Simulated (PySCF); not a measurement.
C₆H₈, SMILES C#CC1CCC1.

Coordinates come from a B3LYP-D3(BJ)/def2-SVP optimisation.

These are TDDFT-PBE/def2-SVPD (PySCF 2.14.0) values and carry that method's errors.

Vertical excitations.  State labels are in the subgroup Cs.

| state | symmetry | energy (eV) | λ (nm) | f | main pairs |
|---|---|---|---|---|---|
| S1 | A" | 6.22 | 199 | 0.003 | HOMO→LUMO 57 %, HOMO−1→LUMO+1 43 % |
| S2 | A' | 6.31 | 196 | 0.000 | HOMO→LUMO+1 74 %, HOMO−1→LUMO 24 % |
| S3 | A" | 6.33 | 196 | 0.015 | HOMO−1→LUMO+1 56 %, HOMO→LUMO 42 % |
| S4 | A' | 6.66 | 186 | 0.041 | HOMO→LUMO+2 52 %, HOMO−1→LUMO 39 % |
| S5 | A" | 6.83 | 182 | 0.022 | HOMO−1→LUMO+2 98 % |
| S6 | A' | 6.95 | 178 | 0.002 | HOMO→LUMO+3 99 % |
| S7 | A" | 6.96 | 178 | 0.001 | HOMO−1→LUMO+3 99 % |
| S8 | A' | 7.05 | 176 | 0.044 | HOMO→LUMO+4 78 %, HOMO→LUMO+2 16 % |
| S9 | A" | 7.12 | 174 | 0.011 | HOMO−1→LUMO+4 99 % |
| S10 | A' | 7.44 | 167 | 0.077 | HOMO−1→LUMO+5 72 % |
| T1 | A' | 5.22 | 238 | 0 | HOMO−1→LUMO 61 %, HOMO→LUMO+1 22 %, HOMO→LUMO+2 10 % |
| T2 | A" | 5.64 | 220 | 0 | HOMO→LUMO 60 %, HOMO−1→LUMO+1 27 % |
| T3 | A' | 5.65 | 219 | 0 | HOMO→LUMO+1 49 %, HOMO−1→LUMO 33 %, HOMO→LUMO+2 13 % |
| T4 | A" | 6.21 | 200 | 0 | HOMO−1→LUMO+1 69 %, HOMO→LUMO 31 % |
Triplets are in the Tamm–Dancoff approximation, which puts them higher than full response would, so one can lie above its singlet here.
